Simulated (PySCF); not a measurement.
**Ti (titanium, neutral) across methods**

[Ar] 3d4, high-spin 5D determinant (an excited configuration). Calculation: PySCF 2.14, in x2c-TZVPPall with one added diffuse shell each of s, p, d, f type (7s6p5d3f1g, 80 functions); the spin-free X2C one-electron Hamiltonian (Gaussian nucleus).

| method | E (hartree) | mean ε 3p α (eV) | mean ε 3p β (eV) | mean ε 3d α (eV) | Σ⟨r²⟩ (bohr²) | ⟨S²⟩ |
| --- | --- | --- | --- | --- | --- | --- |
| PBE0 | -853.404 | -37.301 | -34.081 | -2.094 | 41.63 | 6.000 |
| LDA | -851.523 | -34.365 | -32.062 | -1.425 | 43.39 | 6.000 |
| B97-3 | -853.479 | -37.420 | -34.327 | -2.012 | 41.57 | 6.000 |
| MN15 | -853.920 | -37.330 | -34.930 | -2.403 | 39.89 | 6.001 |
| UHF | -852.57166 | -45.680 | -39.756 | -4.476 | 38.17 | 6.002 |
| wB97X | -853.578 | -39.232 | -36.297 | -3.838 | 40.39 | 6.000 |
| r2SCAN | -853.565 | -35.577 | -32.491 | -1.280 | 43.68 | 6.001 |
| PBE | -853.390 | -34.452 | -32.040 | -1.345 | 44.54 | 6.000 |

Problem. Estimate the same row for TPSS.

Solution. E (hartree) = -853.634; mean ε 3p α (eV) = -34.742; mean ε 3p β (eV) = -32.200; mean ε 3d α (eV) = -1.220; Σ⟨r²⟩ (bohr²) = 44.54; ⟨S²⟩ = 6.000.
